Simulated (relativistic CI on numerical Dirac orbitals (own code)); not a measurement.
Calculated at this level of theory: Dirac-Coulomb-Breit CI, KLI orbitals optimised for each configuration, a model potential for QED, unscaled Slater integrals (own radial code, finite nucleus).

CI space (outside the closed core 1s2): 2s, 2p, 3s, 3p, 3d, 4s, 4p, 4d, 4f, 5s, 5p, 5d, 5f, 5g, 6s, 6p, 6d. Levels of other configurations are missing.

At this charge energies of transitions that change n are usually good to better than 1 %, and those within a shell (Δn = 0) to a few per cent.

Outline of the computed level scheme of Er LXVI. Lowest level of each configuration: 2s ²S1/2 at 0.0 eV; 2p ²P°1/2 at 169.0 eV; 3s ²S1/2 at 9192.4 eV; 3p ²P°1/2 at 9238.4 eV; 3d ²D3/2 at 9556.3 eV; 4s ²S1/2 at 12347.6 eV; 4p ²P°1/2 at 12366.2 eV; 4d ²D3/2 at 12499.7 eV; 4f ²F°5/2 at 12537.4 eV.

Some strong electric-dipole decays among the lowest 15 levels: 3d ²D5/2 → 2p ²P°3/2 (1.2e+15 s⁻¹); 3d ²D3/2 → 2p ²P°1/2 (1.1e+15 s⁻¹); 3p ²P°1/2 → 2s ²S1/2 (5.1e+14 s⁻¹); 4d ²D5/2 → 2p ²P°3/2 (4.0e+14 s⁻¹); 4d ²D3/2 → 2p ²P°1/2 (3.9e+14 s⁻¹); 3p ²P°3/2 → 2s ²S1/2 (3.8e+14 s⁻¹); 4f ²F°7/2 → 3d ²D5/2 (2.6e+14 s⁻¹); 4f ²F°5/2 → 3d ²D3/2 (2.5e+14 s⁻¹).
